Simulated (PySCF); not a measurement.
GeH3, doublet: computed properties

These are results of UPBE0 in PySCF with Ge def2-TZVP, H def2-TZVP; no relativity; density-fitted integrals, not measurements.

The structure is a minimum.

Z-matrix (Å, degrees; charge 0 multiplicity 2):
```
Ge
H  1 1.5391
H  1 1.5391 2 111.16
H  1 1.5391 2 111.16 3 -124.38
```

- Point group: C3v
- Bond lengths: Ge–H 1.539 Å (×3)
- Bond angles: H–Ge–H 111.2° (×3)
- Lowest empty level (β): -2.73 eV
- Dipole moment: 0.03 D
- Entropy at 298.15 K and 1 bar (electronic part: spin only): 230.0 J/(mol K)
- Enthalpy at 298.15 K above 0 K: 10.56 kJ/mol
- Principal polarisabilities: 29.8, 36.1, 36.1 bohr³
- Rotational symmetry number: 3
- Principal quadrupole moments (Buckingham, traceless) about the centre of mass: -0.43, 0.21, 0.21 D Å
- Heat capacity Cp at 298.15 K: 41.6 J/(mol K)
- Spin squared ⟨S²⟩: 0.752
- Atomisation energy without zero-point energy: 844 kJ/mol
- Rotational constants: 4.337, 4.337, 2.594 cm⁻¹
- Zero-point energy: 52.7 kJ/mol
- Highest occupied level (α): -6.29 eV

Harmonic modes (masses in u: Ge 73.921, H 1.008):
| symmetry | ω (cm⁻¹) | IR (km/mol, summed over degenerate members) | μ (u) |
| --- | --- | --- | --- |
| a1 | 694 | 43.2 | 1.05 |
| e | 855 | 104 | 1.02 |
| a1 | 2111 | 8.9 | 1.01 |
| e | 2151 | 272 | 1.03 |

In C3v the vibrations span 2a1 + 2e.

Charges (e):
```
  atom  Mulliken  Löwdin  polar tensor  spin (Mulliken)  Mayer order to Ge1
   Ge1     -0.07    0.20          0.58             0.95                   –
H2,3,4      0.02   -0.07         -0.19             0.02                0.95
```

Mulliken populations on Ge1: s 7.49, p 14.47, d 10.10, f 0.01.

This need not be the most stable arrangement of these atoms.

The final relaxation and frequency run took 11 s on 2 threads of a shared Intel Xeon 6975P-C (Granite Rapids) host, with 66 basis functions and 7 gradients; the process peaked at 0.83 GiB. Launch command: `OMP_NUM_THREADS=2 python axn.py task.json out`.
